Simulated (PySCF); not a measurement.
A structure optimised at PBE0-D3(BJ)/def2-SVP, used in a PySCF frequency run:

```xyz
11

Ru     0.0269     0.1304    -0.0105
O     -0.9921     1.3886    -0.4351
O      1.4827     0.9363     0.1490
O      0.9038    -0.5019    -1.6333
H      1.8121    -0.1633    -1.6611
O     -1.0571     0.1938     1.5960
H     -1.7946     0.8070     1.4454
O     -1.1280    -1.1812    -0.7563
H     -0.6466    -1.6587    -1.4526
O      0.7200    -1.2298     1.1331
H      0.0123    -1.5685     1.7040
```

**Question.** Write its SMILES and formula.

**Answer.** [O]=[Ru](=[O])([OH])([OH])([OH])[OH], H4O6Ru

**Question.** What are its rotational constants (standard atomic weights)?

**Answer.** 2.4509, 2.0718, 2.0621 GHz
